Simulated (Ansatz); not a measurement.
Reaction (substitution at a C–N bond): `C[N](C)[AlH][F]` + `[SH][K]` → `C[S][K]` + `C[NH][AlH][F]`

Gas-phase electronic energies from Ansatz, PBE0-D4/def2-TZVP geometries. CBS: MP2 limit from def2 TZ/QZ plus the TZ coupled-cluster correction, frozen cores. DFT in def2-TZVPP. B3LYP here is the variant with VWN-RPA as its local correlation; programs differ in this. HSE06 is defined as in plane-wave codes. For K outer-core shells are correlated without core-valence functions, which leaves a few kJ/mol of doubt a bond. Scalar relativity is left out up to krypton. One conformer a species, not always the lowest.

```json
{"level": "LDA (SPW92)", "ΔE (kJ/mol)": "23.2", "difference from CCSD(T)/CBS": "9.5"}
{"level": "HSE06-D4", "ΔE (kJ/mol)": "13.6", "difference from CCSD(T)/CBS": "-0.1"}
{"level": "CAM-B3LYP-D4", "ΔE (kJ/mol)": "16.9", "difference from CCSD(T)/CBS": "3.2"}
{"level": "PBE-QIDH", "ΔE (kJ/mol)": "13.9", "difference from CCSD(T)/CBS": "0.2"}
{"level": "PBE", "ΔE (kJ/mol)": "10.5", "difference from CCSD(T)/CBS": "-3.2"}
{"level": "revPBE", "ΔE (kJ/mol)": "5.9", "difference from CCSD(T)/CBS": "-7.8"}
{"level": "BLYP", "ΔE (kJ/mol)": "8.3", "difference from CCSD(T)/CBS": "-5.4"}
{"level": "PBE0", "ΔE (kJ/mol)": "11.9", "difference from CCSD(T)/CBS": "-1.8"}
{"level": "B3LYP", "ΔE (kJ/mol)": "10.8", "difference from CCSD(T)/CBS": "-2.9"}
{"level": "HSE06", "ΔE (kJ/mol)": "11.8", "difference from CCSD(T)/CBS": "-1.9"}
{"level": "BHLYP", "ΔE (kJ/mol)": "13.5", "difference from CCSD(T)/CBS": "-0.2"}
{"level": "LC-ωPBE", "ΔE (kJ/mol)": "12.3", "difference from CCSD(T)/CBS": "-1.4"}
{"level": "MP2/def2-SVP", "ΔE (kJ/mol)": "23.9", "difference from CCSD(T)/CBS": "10.2"}
{"level": "SCS-MP2/def2-TZVPP", "ΔE (kJ/mol)": "14.1", "difference from CCSD(T)/CBS": "0.4"}
{"level": "SCS-MP2/def2-QZVPP", "ΔE (kJ/mol)": "12.2", "difference from CCSD(T)/CBS": "-1.5"}
{"level": "HF/CBS(def2)", "ΔE (kJ/mol)": "13.3", "difference from CCSD(T)/CBS": "-0.4"}
{"level": "CCSD(T)/CBS", "ΔE (kJ/mol)": "13.7", "difference from CCSD(T)/CBS": "0"}
```

(1) What do rigid-rotor, harmonic-oscillator terms from PBE0-D4/def2-TZVP frequencies (298.15 K, 1 bar) make of the CCSD(T)/CBS value? (Estimate.)

Largest T1 diagnostic among the species: 0.012.

Results:

(1) Ansatz gave: ΔZPE = +5.5 kJ/mol, ΔH = +19.9 kJ/mol, ΔS = 34 J/(mol·K), ΔG = +9.7 kJ/mol. Modes under 50 cm⁻¹ make the entropy rough.

Leaving LDA and LC-ωPBE aside and taking each functional with its dispersion term where it has one, the values, not all of them listed here, spread over 5.3 kJ/mol, from revPBE-D4 to CAM-B3LYP-D4. LDA lies +12.7 kJ/mol from PBE without D4. The D4 term adds +3.2 kJ/mol with B3LYP and +1.9 kJ/mol with PBE0; it sums over pairs of atoms, weighted by their polarisabilities, and B3LYP, whose exchange is more repulsive, gets the larger term. At CCSD(T), def2-SVP lies +12.7 kJ/mol from the extrapolated value and def2-TZVPP +3.0 kJ/mol.
